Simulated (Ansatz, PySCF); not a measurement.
Gas-phase reaction (SMILES): [F][Al]([Br])[Br] + N (NH3) -> [NH2][Al]([Br])[Br] + F (HF); ammonia cleaves one Al-F bond, a model of a ligand-exchange step.

Each molecule is optimised on its own at B3LYP-D3(BJ)/def2-TZVP (Ansatz, a program for electronic structure), one conformer each, not searched for the lowest. Valence correlation only, unless marked. No spin-orbit coupling. Frozen are the shells of the preceding noble gas and the d and f shells that filled before the atom's block. No relativistic terms. Basis-set limits of correlation are two-point, X^-3; Hartree-Fock from the larger set. Thermal terms are rigid-rotor harmonic-oscillator values from B3LYP-D3(BJ) frequencies (Ansatz or PySCF) at 298.15 K and 1 atm. 1 Eh = 627.5095 kcal/mol.

```csv
species,"E, CCSD(T)/CBS(def2-TZVPPD,def2-QZVPPD) (Ansatz) (Eh)","E, PBE/def2-TZVPD (Ansatz) (Eh)",H - E (Eh)
[F][Al]([Br])[Br],-5487.38591,-5489.84945,0.01130
N (NH3),-56.50452,-56.51037,0.03799
[NH2][Al]([Br])[Br],-5443.46782,-5445.93454,0.03536
F (HF),-100.39266,-100.39521,0.01259
```

**Question.** Work out ΔE and ΔH at 298.15 K at the first level, then ΔH at the second.

**Answer.** 
1. ΔE = [(-5443.46782) + (-100.39266)] - [(-5487.38591) + (-56.50452)] = 0.02995 Eh = 18.8 kcal/mol at CCSD(T)/CBS(def2-TZVPPD,def2-QZVPPD).
2. The terms H - E add up to -0.00134 Eh, so ΔH = (0.02995 + (-0.00134))×627.5095 = 18.0 kcal/mol.
3. At PBE/def2-TZVPD the same steps give ΔE = 18.9 and ΔH = 18.0 kcal/mol, a shift of +0.0 from the first level.
4. These values are not checked against measurement here, since the tables used lack a sound gas-phase enthalpy of formation for at least one species.
